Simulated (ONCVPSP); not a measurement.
# Pseudopotential generation for Tb (Z = 65): ONCV, LDA (Perdew-Wang 92), scalar-relativistic.

ONCVPSP 4.0.1 was run on this input:

```
# ATOM AND REFERENCE CONFIGURATION
# atsym  z   nc   nv     iexc    psfile
  Tb 65.00    9    5  -001012      upf
#
#   n    l    f
    1    0    2.00
    2    0    2.00
    2    1    6.00
    3    0    2.00
    3    1    6.00
    3    2   10.00
    4    0    2.00
    4    1    6.00
    4    2   10.00
    4    3    9.00
    5    0    2.00
    5    1    6.00
    5    2    1.00
    6    0    1.00
#
# PSEUDOPOTENTIAL AND OPTIMIZATION
# lmax
    3
#
#   l,   rc,      ep,       ncon, nbas, qcut
    0    1.70    0.00    5    9    7.70
    1    2.00    0.00    4    8    6.30
    2    3.75    0.00    5    9    4.30
    3    1.40    0.00    5   10   11.40
#
# LOCAL POTENTIAL
# lloc, lpopt,  rc(5),   dvloc0
    4    5    0.90    0.00
#
# VANDERBILT-KLEINMAN-BYLANDER PROJECTORs
# l, nproj, debl
    0    3    2.20
    1    1    3.50
    2    2    4.00
    3    2    4.00
#
# MODEL CORE CHARGE
# icmod, fcfact, rcfact
    2    0.20    1.05
#
# LOG DERIVATIVE ANALYSIS
# epsh1, epsh2, depsh
   -3.00    5.00    0.02
#
# OUTPUT GRID
# rlmax, drl
    6.00    0.01
#
# TEST CONFIGURATIONS
# ncnf
    4
# nvcnf
#   n    l    f
    5
    4    3    9.00
    5    0    2.00
    5    1    6.00
    5    2    0.00
    6    0    2.00
#
    5
    4    3    9.00
    5    0    2.00
    5    1    6.00
    5    2    0.00
    6    0    1.00
#
    5
    4    3    9.00
    5    0    2.00
    5    1    6.00
    5    2    0.00
    6    0    0.00
#
    5
    4    3    7.00
    5    0    2.00
    5    1    6.00
    5    2    0.00
    6    0    0.00
#
```

Command:

```bash
oncvpsp.x < Tb.dat > Tb.out
```

Output (shortened: citation, most of the input echo, consistency checks and plot data are left out):

```
ONCVPSP  (Optimized Norm-Conservinng Vanderbilt PSeudopotential)
scalar-relativistic version 4.0.1

LXC   Exchange
LXC     Slater exchange (LDA)
LXC     [1] P. A. M. Dirac,  Math. Proc. Cambridge Philos. Soc. 26, 376 (1930)
LXC   Correlation
LXC     Perdew & Wang (LDA)

sratom123: lschfb convergence ERROR n,l,iter=   4   3   4
```

The run stopped because the all-electron bound-state solver failed for one shell.

The run took about 0.06 s on one core of a shared server CPU.
